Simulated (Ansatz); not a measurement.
`C[Si@H](O)[Si@H](O)F`. The species carries charge 0 and has multiplicity 1. The structure was optimised at the PBE0-D4/def2-TZVP level. It is one conformer, not always the lowest.

```xyz
13

C     1.782    1.160   -0.262
Si    0.775   -0.396   -0.115
O     0.507   -0.997   -1.633
Si   -1.353   -0.073    0.834
O    -2.283   -1.106   -0.051
F    -1.874    1.432    0.627
H     1.233    1.931   -0.805
H     2.036    1.548    0.728
H     2.713    0.957   -0.796
H     1.513   -1.387    0.727
H    -0.317   -1.475   -1.750
H    -1.538   -0.335    2.289
H    -3.193   -1.259    0.209
```

Problem. What is the dipole moment at ωB97M-V/def2-TZVPP? (An estimate is asked.)

Solution. Ansatz gave: 1.60 D, with components (-1.02, -0.81, 0.94) D in this frame, pointing from negative to positive charge.

Problem. And with PBE, r2SCAN, B3LYP? (An estimate is asked.)

Solution. Computed: PBE 1.45 D, r2SCAN 1.52 D, B3LYP 1.61 D.

Problem. Give the Mulliken charges with ωB97M-V, B3LYP, PBE in def2-TZVPP. (Estimate.)

Solution. The calculation gave: 
| atom | ωB97M-V | B3LYP | PBE |
| --- | --- | --- | --- |
| C1 | -0.44 | -0.38 | -0.36 |
| Si2 | 0.38 | 0.43 | 0.35 |
| O3 | -0.39 | -0.40 | -0.36 |
| Si4 | 0.56 | 0.61 | 0.52 |
| O5 | -0.39 | -0.40 | -0.36 |
| F6 | -0.31 | -0.33 | -0.28 |
| H7 | 0.13 | 0.11 | 0.11 |
| H8 | 0.12 | 0.10 | 0.10 |
| H9 | 0.13 | 0.11 | 0.11 |
| H10 | -0.07 | -0.12 | -0.11 |
| H11 | 0.19 | 0.19 | 0.19 |
| H12 | -0.07 | -0.11 | -0.11 |
| H13 | 0.18 | 0.19 | 0.19 |

B3LYP here is the variant with VWN-RPA as its local correlation; programs differ in this.
